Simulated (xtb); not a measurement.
A run for xtb: GFN-FF on C4H8O (a complex), monomers drawn apart or pushed together.

```
$ xtb mol.xyz --gfnff --sp --chrg 0 --uhf 0
13

O      0.01108668    -0.48708049    -0.14963057
H     -0.72461800    -0.57597182     0.46702976
H      0.73591533    -0.17960363     0.40665172
C     -1.69112426    -0.70871704     2.86960450
C     -0.72923996     0.20750680     2.73950055
C      0.69118875    -0.08957649     2.81009660
C      1.65366803     0.81549662     2.62015688
H     -1.45545508    -1.75088316     3.05159288
H     -2.73822921    -0.44562422     2.80583208
H     -0.99751904     1.24413824     2.55639952
H      0.95921228    -1.12130318     3.01939735
H      2.70086701     0.55125952     2.67728076
H      1.41822826     1.85212426     2.40863007
```

Program output:

```
[...]
           -------------------------------------------------
          |                Calculation Setup                |
           -------------------------------------------------



molecular fragmentation (1/2 indicates fragments):
1112222222222
# atoms in fragment 1/2:     3    10
 fragment masses (1/2) :       18.02       54.09
CMA distance (Bohr)    :   5.466
constraining FC (au)   :  0.0500

          ==================== Thresholds ====================
          CN  :   150.00000
          rep :   500.00000
          disp:  2500.00000
          HB1 :   250.00000
          HB2 :   450.00000

          Pauling EN used:
          Z : 1  EN :  2.20
          Z : 6  EN :  2.55
          Z : 8  EN :  3.44
          electric field strengths (au): 0.000

           -------------------------------------------------
          |           Force Field Initialization            |
           -------------------------------------------------

          distances ...
          ----------------------------------------
          generating topology and atomic info file ...
          pair mat ...
          computing topology distances matrix with Floyd-Warshall algo ...
          making topology EEQ charges ...
          #fragments for EEQ constrain: 2
          ----------------------------------------
          generating topology and atomic info file ...
          pair mat ...
          computing topology distances matrix with Floyd-Warshall algo ...
          making topology EEQ charges ...
          rings ...
          # BATM   40
          # H in HB   8
          doing iterative Hueckel for 1 subsystem(s) ...

  atom   neighbors  erfCN metchar sp-hybrid imet pi  qest     coordinates
    1  O       2    1.92   0.00         3    0    0  -0.571    0.020951   -0.920449   -0.282761
    2  H       1    0.97   0.00         0    0    0   0.285   -1.369330   -1.088429    0.882558
    3  H       1    0.97   0.00         0    0    0   0.285    1.390678   -0.339402    0.768460
    4  C       3    2.79   0.00         2    0    1  -0.058   -3.195762   -1.339281    5.422767
    5  C       3    2.79   0.00         2    0    1  -0.036   -1.378064    0.392131    5.176906
    6  C       3    2.79   0.00         2    0    1  -0.036    1.306157   -0.169275    5.310313
    7  C       3    2.79   0.00         2    0    1  -0.058    3.124980    1.541065    4.951379
    8  H       1    0.97   0.00         0    0    0   0.032   -2.750411   -3.308690    5.766675
    9  H       1    0.97   0.00         0    0    0   0.032   -5.174503   -0.842108    5.302254
   10  H       1    0.97   0.00         0    0    0   0.030   -1.885038    2.351081    4.830895
   11  H       1    0.97   0.00         0    0    0   0.030    1.812649   -2.118956    5.705834
   12  H       1    0.97   0.00         0    0    0   0.032    5.103899    1.041730    5.059327
   13  H       1    0.97   0.00         0    0    0   0.032    2.680063    3.500008    4.551651

          #atoms :   13
          #bonds :   11
          #angl  :   13
          #tors  :   16
          #nmol  :   2
          #optfrag :   2
           -------------------------------------------------
          |                   G F N - F F                   |
          |          A general generic force-field          |
          |                  Version 1.0.3                  |
           -------------------------------------------------
          Number of HB bonds (bound hydrogen)     336
          Number of HB bonds (unbound hydrogen)   144
          Number of XB bonds                      0

 E+G (total)                   0 d,  0 h,  0 min,  0.000 sec
 distance/D3 list               ...        0 min,  0.000 sec (  0.590%)
Note: The following floating-point exceptions are signalling: IEEE_UNDERFLOW_FLAG IEEE_DENORMAL
normal termination of xtb
 non bonded repulsion           ...        0 min,  0.000 sec ( 14.062%)
 dCN                            ...        0 min,  0.000 sec (  4.475%)
 EEQ energy and q               ...        0 min,  0.000 sec ( 11.434%)
 D3                             ...        0 min,  0.000 sec ( 11.278%)
 EEQ gradient                   ...        0 min,  0.000 sec (  2.035%)
 bonds                          ...        0 min,  0.000 sec (  7.173%)
 bend and torsion               ...        0 min,  0.000 sec (  8.978%)
 bonded ATM                     ...        0 min,  0.000 sec (  3.975%)
 HB/XB (incl list setup)        ...        0 min,  0.000 sec ( 31.466%)

         :::::::::::::::::::::::::::::::::::::::::::::::::::::
         ::                     SUMMARY                     ::
         :::::::::::::::::::::::::::::::::::::::::::::::::::::
         :: total energy              -2.055179080196 Eh    ::
         :: gradient norm              0.021160928656 Eh/a0 ::
         ::.................................................::
         :: bond energy               -2.079871666853 Eh    ::
         :: angle energy               0.001581466005 Eh    ::
         :: torsion energy             0.000013863884 Eh    ::
         :: repulsion energy           0.123566538613 Eh    ::
         :: electrostat energy        -0.093417669785 Eh    ::
         :: dispersion energy         -0.005275090259 Eh    ::
         :: HB energy                 -0.002200443750 Eh    ::
         :: XB energy                  0.000000000000 Eh    ::
         :: bonded atm energy          0.000423921948 Eh    ::
         :: external energy            0.000000000000 Eh    ::
         :: add. restraining           0.000000000000 Eh    ::
         :: total charge               0.000000000000 e     ::
         :::::::::::::::::::::::::::::::::::::::::::::::::::::

           -------------------------------------------------
          |                Property Printout                |
           -------------------------------------------------

molecular dipole:
                 x           y           z       tot (Debye)
 q only:       -0.006       0.128       0.686       1.774

           -------------------------------------------------
          | TOTAL ENERGY               -2.055179080196 Eh   |
          | GRADIENT NORM               0.021160928656 Eh/α |
           -------------------------------------------------
########################################################################
[WARNING] Runtime exception occurred
-1- gfnff_setup: Could not read topology file.
########################################################################

------------------------------------------------------------------------
------------------------------------------------------------------------
 total:
 SCF:
```

The run finished.

Cost: around 0.03 core-seconds (rough).
